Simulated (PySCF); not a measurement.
# Exercise with solution: dipole moment from atomic charges

Ga(Cl)2(SeH) (Cl₂GaHSe), SMILES [Cl][Ga]([SeH])[Cl]. Atoms are numbered in the order given.

```xyz
5

Ga     0.0018     0.4295     0.0000
Cl     1.8132     1.5564     0.0000
Cl    -1.8426     1.5082     0.0000
Se     0.0547    -1.8675     0.0000
H     -1.4166    -1.9192     0.0000
```

Geometry: PBE0-D3(BJ)/def2-SVP. The structure was generated by enumeration; whether it is a known compound was not checked. Other conformers were not sampled.

Charges (e) from PBE/def2-TZVP (PySCF):

```tsv
atom	Mulliken	ESP fit
Ga1	0.479	0.331
Cl2	-0.213	-0.142
Cl3	-0.214	-0.176
Se4	-0.196	-0.132
H5	0.145	0.119
```

The dipole moment of the full density is 1.65 D.

Task: What dipole moment does each set of point charges give, and which comes closer to that of the density?

Result: 
μ = Σ q r, and 1 e Å = 4.8032 D.
Mulliken: Σ q r = (-0.207, -0.361, 0.000) e Å, |μ| = 2.00 D.
ESP fit: Σ q r = (-0.108, -0.326, 0.000) e Å, |μ| = 1.65 D.
ESP fit comes closer in size. Point charges leave out the atoms' own dipoles (lone pairs, polarised bonds); fits to the potential absorb them, partitions of the density don't.
